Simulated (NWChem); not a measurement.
System: CH₉NSi₂; SMILES NC([SiH3])[SiH3]

Here is an NWChem input.

```
start job
memory heap 200 mb stack 900 mb global 1100 mb
geometry units angstroms
  N      1.757946     0.084676     0.169165
  C      0.412865     0.012696    -0.415955
  Si    -0.507980    -1.595849     0.004721
  Si    -0.515597     1.602759     0.036460
  H      2.340943    -0.691133    -0.141833
  H      1.713931     0.023383     1.185439
  H      0.505543     0.060699    -1.517620
  H      0.343909    -2.759330    -0.402509
  H     -0.706504    -1.675368     1.486728
  H     -1.839843    -1.712844    -0.668653
  H     -0.553282     1.739724     1.526410
  H     -1.922604     1.546480    -0.469683
  H      0.171355     2.796052    -0.540421
end
basis spherical
  N library 6-31g*
  C library 6-31g*
  Si library 6-31g*
  H library 6-31g*
end
dft
  xc hfexch
  iterations 150
end
driver
  maxiter 120
end
task dft optimize
```

NWChem printed, in part:

```
             Northwest Computational Chemistry Package (NWChem) 7.3.0
             --------------------------------------------------------

 C1  symmetry detected

                             Geometry "geometry" -> ""
                             -------------------------

 Output coordinates in angstroms (scale by  1.889725989 to convert to a.u.)

  No.       Tag          Charge          X              Y              Z
 ---- ---------------- ---------- -------------- -------------- --------------
    1 N                    7.0000     1.75307170     0.08656489     0.10728326
    2 C                    6.0000     0.38685947     0.00660255    -0.42550148
    3 Si                  14.0000    -0.51502342    -1.59802579     0.04790738
    4 Si                  14.0000    -0.52606874     1.60072718     0.04391318
    5 H                    1.0000     2.32497034    -0.69211302    -0.21687338
    6 H                    1.0000     1.74774621     0.03671581     1.12512102
    7 H                    1.0000     0.43759143     0.04224720    -1.53036120
    8 H                    1.0000     0.32248327    -2.76516349    -0.37825141
    9 H                    1.0000    -0.65704486    -1.66099431     1.53718394
   10 H                    1.0000    -1.87131127    -1.72398408    -0.57305736
   11 H                    1.0000    -0.50737970     1.75448285     1.53258389
   12 H                    1.0000    -1.95118779     1.53729408    -0.40778217
   13 H                    1.0000     0.13676388     2.78812597    -0.57202509

 Effective nuclear repulsion energy (a.u.)     222.5513035563

                                Z-matrix (autoz)
                                --------

 Units are Angstrom for bonds and degrees for angles

[...]

      ----------------------
      Optimization converged
      ----------------------

  Step       Energy      Delta E   Gmax     Grms     Xrms     Xmax
  ---- ---------------- -------- -------- -------- -------- --------
@   13    -675.35349758 -1.9D-07  0.00003  0.00001  0.00061  0.00174
                                     ok       ok       ok       ok

                                Z-matrix (autoz)
                                --------

 Units are Angstrom for bonds and degrees for angles

[...]
```

Level: Hartree-Fock/6-31G* (spherical d).
